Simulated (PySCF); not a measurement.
# How methods differ on the excitation energy of Mo⁺

Mo⁺ [Kr] 4d5 (6S) → Mo⁺ [Kr] 4d4 5s1, s spin flipped, as a difference of total energies. All numbers are calculated (PySCF 2.14, the spin-free X2C one-electron Hamiltonian (Gaussian nucleus), in x2c-TZVPPall with one added diffuse shell each of s, p, d, f type (9s7p7d3f1g, 95 functions)). Correlated levels: valence: [Kr] frozen. The calculations carry no spin-orbit coupling.

```
           method  excitation energy (eV)
              UHF                   2.719
    MP2 (valence)                   2.635
SCS-MP2 (valence)                   2.050
```

Problem. How much does correlation contribute at MP2 (valence)?

Solution. 2.635 − (2.719) = -0.084 eV, measured against UHF.

The upper determinant mixes two multiplicities, so it lies between the two terms.

The coupled-cluster amplitudes are large for the upper state (T1 above 0.03 or a double amplitude above 0.15), so a single reference is strained.
